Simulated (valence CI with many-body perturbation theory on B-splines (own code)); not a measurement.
**Missing levels of La25+**

Method: configuration interaction combined with many-body perturbation theory (CI+MBPT): four valence electrons over a frozen Dirac-Fock core [Ar] 3d10, a basis of 11 s, 11 p, 9 d, 7 f, 5 g, 2 h, 1 i functions for each j, with the one-electron correlation potential Σ1 (screened to all orders), the two-electron term Σ2, the three-electron term Σ3, Breit, model QED; selected single and double excitations, second order for the rest (own B-spline code, finite nucleus).

No measured spectrum was set against this ion. As an estimate, levels hold to about 250 cm⁻¹ or 0.2 % of their energy and the worst to 1 %, as in measured heavy ions of charge 2 to 7; those with d or f electrons hold less well.

| Level | E (cm⁻¹) |
| --- | --- |
| (4s^2 4p1/2^2) J=0 | 0 |
| (4s^2 4p1/2 4p3/2) J=1 | 160350 |
| (4s^2 4p1/2 4p3/2) J=2 | 182480 |
| (4s^2 4p3/2^2) J=2 | ? |
| (4s^2 4p3/2^2) J=0 | ? |
| (4s 4p1/2^2 4p3/2) J=2 | 606850 |
| (4s 4p1/2^2 4p3/2) J=1 | 685760 |
| (4s 4p1/2 4p3/2^2) J=2 [a] | 760400 |
| (4s 4p1/2 4p3/2^2) J=3 | 800960 |
| (4s 4p1/2 4p3/2^2) J=0 | ? |
| (4s 4p1/2 4p3/2^2) J=2 [b] | 864920 |
| (4s 4p1/2 4p3/2^2) J=1 [a] | 865850 |
| (4s 4p1/2 4p3/2^2) J=1 [b] | ? |
| (4s^2 4p1/2 4d3/2) J=2 | ? |
| (4s 4p3/2^3) J=2 | 1011700 |
| (4s^2 4p1/2 4d5/2) J=3 | 1013800 |
| (4s^2 4p1/2 4d3/2) J=1 | ? |
| (4s^2 4p1/2 4d5/2) J=2 | 1036600 |
| (4s 4p3/2^3) J=1 | 1098700 |
| (4s^2 4p3/2 4d5/2) J=4 | 1155500 |

Levels are named by their leading jj configuration (3d3/2^4 stands for four electrons in 3d with j = 3/2), which in mixed levels can hold well under half, so a name can repeat and another be missing. Letters in brackets count levels of one name in rising energy.

**Question.** The levels stand in rising order. What does the calculation give for the missing energies?

**Answer.** (4s^2 4p3/2^2) J=2 359670; (4s^2 4p3/2^2) J=0 410990; (4s 4p1/2 4p3/2^2) J=0 846550; (4s 4p1/2 4p3/2^2) J=1 [b] 910900; (4s^2 4p1/2 4d3/2) J=2 948910; (4s^2 4p1/2 4d3/2) J=1 1031800.
